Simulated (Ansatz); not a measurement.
`FC(F)(F)c1cc2sc(-c3cc4sc(-c5cc6sc(-c7cc8sc(C(F)(F)F)cc8s7)cc6s5)cc4s3)cc2s1`, 48 atoms. Hardware: 2 threads of AMD EPYC 7R13 on a shared host and a share (18 GiB) of an NVIDIA H100 80GB HBM3.

Single mean-field runs in def2-SVP are fitted with def2-universal-jkfit.

Problem. How many basis functions does each of these Ansatz runs have, and roughly what does it cost? PBE-D4/def2-SVP, charge 0 triplet at the geometry of the charge 0 singlet, energy, from earlier orbitals; HF/def2-SVP, charge 1 doublet at the geometry of the charge 0 singlet, energy, from earlier orbitals; BHLYP-D4/def2-SVP, charge 0 singlet, energy, from earlier orbitals; BLYP-D4/def2-SVP, charge 0 singlet, energy, from earlier orbitals; PBE-D4/def2-SVP, charge 1 doublet at the geometry of the charge 0 singlet, energy, from earlier orbitals; PBE-D4/def2-SVP, charge 0 singlet, energy, from earlier orbitals; PBE-D4/def2-SVP, charge -1 doublet, energy, from earlier orbitals; PBE0-D4/def2-SVP, charge 0 singlet, energy and forces, from earlier orbitals; PBE0-D4/def2-SVP, charge 1 doublet at the geometry of the charge 0 singlet, energy; PBE-D4/def2-SVP, charge 1 doublet, energy, from earlier orbitals; PBE-D4/def2-SVP, charge 1 doublet, relaxation, 9 steps; PBE0-D4/def2-SVP, charge -1 doublet, energy, from earlier orbitals.

Solution. Other jobs shared the machine, so times can vary by a factor of up to 3.

```
                                                                                                     run  functions  fitting or Cholesky vectors  wall time  peak host memory (GiB)
                                        PBE-D4/def2-SVP, charge 0 singlet, energy, from earlier orbitals        632                         3580      3.8 s                     1.1
                                      BHLYP-D4/def2-SVP, charge 0 singlet, energy, from earlier orbitals        632                         3580      4.9 s                     1.1
                                       BLYP-D4/def2-SVP, charge 0 singlet, energy, from earlier orbitals        632                         3580        6 s                     1.1
                                        PBE-D4/def2-SVP, charge 1 doublet, energy, from earlier orbitals        632                         3580      7.5 s                     1.3
PBE-D4/def2-SVP, charge 0 triplet at the geometry of the charge 0 singlet, energy, from earlier orbitals        632                         3580        8 s                     1.3
PBE-D4/def2-SVP, charge 1 doublet at the geometry of the charge 0 singlet, energy, from earlier orbitals        632                         3580      9.1 s                     1.3
                            PBE0-D4/def2-SVP, charge 0 singlet, energy and forces, from earlier orbitals        632                         3580      9.5 s                     2.2
                                       PBE-D4/def2-SVP, charge -1 doublet, energy, from earlier orbitals        632                         3580       12 s                     1.3
    HF/def2-SVP, charge 1 doublet at the geometry of the charge 0 singlet, energy, from earlier orbitals        632                         3580       12 s                     1.1
                                      PBE0-D4/def2-SVP, charge -1 doublet, energy, from earlier orbitals        632                         3580       16 s                     1.3
                      PBE0-D4/def2-SVP, charge 1 doublet at the geometry of the charge 0 singlet, energy        632                         3580       17 s                     1.3
                                                  PBE-D4/def2-SVP, charge 1 doublet, relaxation, 9 steps        632                         3580       62 s                     1.2
```
